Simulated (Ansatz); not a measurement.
Results of the Gaussian-basis code of Ansatz.

A structure relaxed at PBE0-D4/def2-TZVP, charge 0, multiplicity 1:

Cartesian coordinates in Å:
```
N -0.267 -0.763 -2.148
Sn -0.811 0.240 -0.479
N 0.122 -0.432 1.292
Si 0.758 1.133 1.208
H 0.728 -0.928 -2.225
H -0.749 -1.643 -2.277
H -2.507 0.056 -0.408
H 0.172 -1.190 1.954
H 2.200 1.348 0.892
H 0.354 2.180 2.190
```

Q: Give its formula and SMILES.

A: H6N2SiSn, `[NH2][SnH]1[NH][SiH2]1`.

Q: Summarise the bond lengths by kind.

A: 2 × N–Sn 2.022 to 2.112 Å; 3 × H–N 1.007 to 1.012 Å; 1 × Si–Sn 2.470 Å; 1 × H–Sn 1.707 Å; 1 × N–Si 1.691 Å; 2 × H–Si 1.491 to 1.492 Å.
